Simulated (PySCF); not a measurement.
CH₄AlClOSe, SMILES C[O][Al]([Cl])[SeH]. Atoms are numbered in the order given.

```xyz
9

Al     0.0383     0.4244     0.0000
Cl     1.9765     1.2237     0.0000
O     -1.3001     1.4411     0.0000
C     -1.5939     2.8103     0.0000
H     -2.1884     3.0727    -0.8920
H     -0.6808     3.4334     0.0000
H     -2.1884     3.0727     0.8920
Se    -0.3007    -1.8297     0.0000
H      1.1451    -2.0791     0.0000
```

Geometry: ωB97X-D3(BJ)/def2-SVP. One conformer was computed; it need not be the lowest.

The numbers are results of HF/def2-TZVP in PySCF, not measurements.

Symmetry labels are those of the subgroup Cs that the program uses (full group Cs).

Computed valence orbital energies around the gap with their symmetry:
```csv
orbital,symmetry,energy (eV)
HOMO−7,A',-14.97
HOMO−6,A',-14.23
HOMO−5,A',-13.11
HOMO−4,A",-13.04
HOMO−3,A',-12.54
HOMO−2,A",-12.38
HOMO−1,A',-11.61
HOMO,A",-10.05
LUMO,A',2.32
LUMO+1,A",2.45
LUMO+2,A',3.31
LUMO+3,A',3.86
```
